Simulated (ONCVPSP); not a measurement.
## Plane-wave convergence, ONCV potential for Au

gold (Au), optimised norm-conserving Vanderbilt (ONCV), made with ONCVPSP 4.0.1 (LDA (Perdew-Zunger), scalar-relativistic). Core [Kr] 4d10 4f14, reference 5s2 5p6 5d10 6s1. Waves: 5s+6s: rc 1.55 bohr, ncon 4, nbas 8, qcut 8.8 1/bohr, 2 projectors; 5p: rc 1.20 bohr, ncon 4, nbas 8, qcut 7.5 1/bohr, 1 projector; 5d: rc 1.75 bohr, ncon 5, nbas 9, qcut 10.8 1/bohr, 1 projector. Local part: polynomial inside 0.90 bohr (lpopt 5, dvloc0 -1 Ha). Core correction: none.

Problem. For each optimised wave give the share of its norm inside rc, the residual kinetic energy above qcut (Ha) and the cutoffs (Ha) for errors of 10, 1, 0.1 and 0.01 mHa per electron.

Solution.

| wave | norm inside rc | residual KE | 10 mHa | 1 mHa | 0.1 mHa | 0.01 mHa |
| --- | --- | --- | --- | --- | --- | --- |
| 5s | 0.966 | 5.6e-07 | 20.9 | 26.7 | 31.1 | 34.6 |
| 6s | 0.070 | 9.6e-07 | 17.3 | 25.1 | 30.5 | 34.8 |
| 5p | 0.679 | 4.2e-03 | 23.7 | 80.1 | 140.3 | 185.3 |
| 5d | 0.658 | 2.1e-08 | 15.5 | 20.1 | 36.9 | 45.0 |

The occupied waves need 80 Ha and 140 Ha for 1 and 0.1 mHa. Note: ghosts flagged at negative energy: s at -66.1 eV; GHOST(+) flagged for p at 41.5 eV. A true bound ghost makes a file unfit for plane-wave use.
